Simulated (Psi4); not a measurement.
I₃In (SMILES [I][In]([I])[I]), singlet, at a GFN2-xTB geometry (such geometries of metal compounds can be far from the true shape) (core potentials on I, In). Base run: Psi4 1.11 with R2SCAN/def2-SVP.

Psi4 was given this input:
```
memory 2 GB

molecule mol {
0 1
  In   -0.000000   -0.000000    0.000000
  I     2.544998   -0.412930   -0.808038
  I    -0.933090   -1.239650    2.212027
  I    -1.611908    1.652579   -1.403989
}

set basis def2-svp
set reference rks

energy('r2scan')
print_variables()
```

The base run was repeated with changes; each row names its change, and settings that it needs were set with it.

| change | ΔE vs base (µEh) | SCF cycles | grid points | basis functions |
|---|---|---|---|---|
| base | 0.0 | 9 | 83759 | 104 |
| scf_initial_accelerator = ediis | 0.0 | 9 | 83759 | 104 |
| scf_initial_accelerator = none | 0.0 | 9 | 83759 | 104 |
| puream = false | -3299 | 9 | 83759 | 112 |
| dft_nuclear_scheme = stratmann | -23.4 | 9 | 78146 | 104 |
| guess = modhuckel | 0.0 | 13 | 83759 | 104 |
| damping_percentage = 50 | -0.6 | 47 | 83759 | 104 |
| level_shift = 0.3 | 0.0 | 9 | 83759 | 104 |
| dft_radial_scheme = multiexp | 186 | 9 | 90186 | 104 |
| diis_max_vecs = 15 | 0.0 | 9 | 83759 | 104 |
| dft_spherical_points = 434 | -44.6 | 9 | 120222 | 104 |
| scf_type = pk | 53.9 | 9 | 83759 | 104 |
| scf_type = mem_df | 0.0 | 9 | 83759 | 104 |
